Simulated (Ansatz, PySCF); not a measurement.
Reaction (SMILES): F[SiH2][SiH3] -> F[SiH-][SiH3] + H+
Each molecule is optimised on its own at B3LYP-D3(BJ)/def2-TZVP (Ansatz, a quantum-chemistry and plane-wave program). Frequencies are from Ansatz or PySCF.

Wanted: gas-phase deprotonation energy (enthalpy at 298 K, with B3LYP-D3(BJ) rigid-rotor harmonic-oscillator terms), in kcal/mol. Valence correlation only, unless marked. Spin-orbit coupling is left out. Non-relativistic. Anions need diffuse functions: aug- sets have them; def2-D sets add few; the other sets have none. CBS marks a two-point X^-3 extrapolation of the correlation energy; Hartree-Fock from the larger set.

```csv
level,program,gas-phase deprotonation energy (kcal/mol)
PBE/def2-TZVPD,Ansatz,355.1
r2SCAN-D4/def2-TZVPD,Ansatz + dftd4,361.0
PBE0-D3(BJ)/def2-TZVP,Ansatz + dftd3,362.4
PBE0/def2-TZVPD,Ansatz,360.1
PBE0/def2-QZVPP,Ansatz,361.0
BHLYP-D4/def2-TZVPD,Ansatz + dftd4,364.9
r2SCANh/def2-TZVPD,Ansatz,361.9
HSE06/def2-TZVPD,Ansatz,(withheld)
RPA@PBE/cc-pV(Q+d)Z,Ansatz,(withheld)
SCS-MP2/STO-3G,Ansatz,485.9
SCS-MP2/6-31G,Ansatz,353.3
CCSD/STO-3G,Ansatz,488.3
"CCSD(T)/CBS(aug-cc-pV(T+d)Z,aug-cc-pV(Q+d)Z)",Ansatz,(withheld)
```

Q: Complete the blanks.

A: 
- HSE06/def2-TZVPD, gas-phase deprotonation energy (kcal/mol): 359.9
- RPA@PBE/cc-pV(Q+d)Z, gas-phase deprotonation energy (kcal/mol): 367.1
- CCSD(T)/CBS(aug-cc-pV(T+d)Z,aug-cc-pV(Q+d)Z), gas-phase deprotonation energy (kcal/mol): 362.6
